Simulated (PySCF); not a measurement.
B(SiH3)3 (BH9Si3), SMILES [SiH3]B([SiH3])[SiH3].

Geometry: PBE0-D3(BJ)/def2-SVP.

The numbers are results of PySCF 2.14.0 with TDA-PBE/def2-SVPD, not measurements.

Vertical excitations. Gas-phase values at a fixed geometry. State labels are in the subgroup Cs.

```tsv
state	symmetry	energy (eV)	λ (nm)	f	main pairs
S1	A'	3.10	401	0.001	HOMO→LUMO 99 %
S2	A"	3.14	394	0.000	HOMO−1→LUMO 99 %
S3	A"	4.25	292	0.003	HOMO−2→LUMO 99 %
S4	A"	4.81	258	0.043	HOMO−6→LUMO 65 %, HOMO−4→LUMO 34 %
S5	A'	4.83	257	0.010	HOMO−5→LUMO 97 %
S6	A'	4.88	254	0.116	HOMO−3→LUMO 94 %
S7	A"	4.90	253	0.074	HOMO−4→LUMO 62 %, HOMO−6→LUMO 35 %
S8	A'	5.40	230	0.003	HOMO−7→LUMO 93 %
S9	A'	6.35	195	0.001	HOMO→LUMO+1 95 %
S10	A"	6.37	195	0.000	HOMO−1→LUMO+1 98 %
T1	A'	2.42	513	0	HOMO→LUMO 99 %
T2	A"	2.44	507	0	HOMO−1→LUMO 99 %
T3	A"	4.11	301	0	HOMO−2→LUMO 100 %
T4	A'	4.26	291	0	HOMO−3→LUMO 99 %
```
Triplets are in the Tamm–Dancoff approximation.
